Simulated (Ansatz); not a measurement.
Calculated with Ansatz (gas phase, PBE0-D4/def2-TZVP geometries, no zero-point term in ΔE). CCSD(T)/CBS is the MP2 limit (def2-TZVPP, def2-QZVPP) plus CCSD(T) − MP2 in def2-TZVPP, frozen cores. Functionals use def2-TZVPP. One conformer a species, not always the lowest.

`[BH2][AlH][CH3]` + `N[Si]1(F)CO1` → `[CH3][AlH][BH]N` + `F[SiH]1CO1`  (redistribution)

```tsv
species	r2SCANh-D4 energy (Eh)
`[BH2][AlH][CH3]`	-308.88762
`N[Si]1(F)CO1`	-559.87787
`[CH3][AlH][BH]N`	-364.31025
`F[SiH]1CO1`	-504.48057
```

Question: Work out ΔE.

Answer: ΔE = (-364.31025) + (-504.48057) − (-308.88762) − (-559.87787) = -0.02533 Eh = -15.9 kcal/mol. CCSD(T)/CBS gives -15.5 kcal/mol.

Largest T1 diagnostic among the species: 0.013.

At CCSD(T), def2-SVP lies −6.9 kcal/mol from the extrapolated value and def2-TZVPP −0.5 kcal/mol. Leaving LDA and LC-ωPBE aside and taking each functional with its dispersion term where it has one, the values, not all of them listed here, spread over 5.3 kcal/mol, from PBE-D4 to BHLYP-D4. LDA lies −1.5 kcal/mol from PBE without D4.
